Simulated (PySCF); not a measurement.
# Polarisability and C₆ of Te⁺ (tellurium, charge +1)

[Kr] 4d10 5s2 5p3, high-spin 4S determinant. All numbers are calculated (PySCF 2.14, scalar relativity by spin-free X2C-1e, in x2c-QZVPPall with one added diffuse shell each of s, p, d, f type (14s10p8d5f1g, 128 functions)). Coupled (time-dependent) response in atomic units; α is the mean over directions.

```json
{"method": "UHF", "mean α (bohr³)": "22.34", "C₆ (like pair)": "191.3", "S(−4)": "104.3"}
{"method": "PBE", "mean α (bohr³)": "22.51", "C₆ (like pair)": "191.7", "S(−4)": "110.1"}
```

S(−4) is the Cauchy moment in α(ω) = α(0) + S(−4) ω² + …

α(iu) at UHF:

```json
{"u (hartree)": "0", "α(iu) (bohr³)": "22.34"}
{"u (hartree)": "0.0500", "α(iu) (bohr³)": "22.08"}
{"u (hartree)": "0.100", "α(iu) (bohr³)": "21.35"}
{"u (hartree)": "0.200", "α(iu) (bohr³)": "18.90"}
{"u (hartree)": "0.300", "α(iu) (bohr³)": "15.98"}
{"u (hartree)": "0.500", "α(iu) (bohr³)": "10.98"}
{"u (hartree)": "0.750", "α(iu) (bohr³)": "7.144"}
{"u (hartree)": "1.00", "α(iu) (bohr³)": "5.031"}
{"u (hartree)": "1.50", "α(iu) (bohr³)": "2.997"}
{"u (hartree)": "2.00", "α(iu) (bohr³)": "2.068"}
{"u (hartree)": "3.00", "α(iu) (bohr³)": "1.212"}
{"u (hartree)": "5.00", "α(iu) (bohr³)": "0.5821"}
```

For an ion, C₆ is the dispersion term alone; charge-induced terms of lower order in 1/R come first.
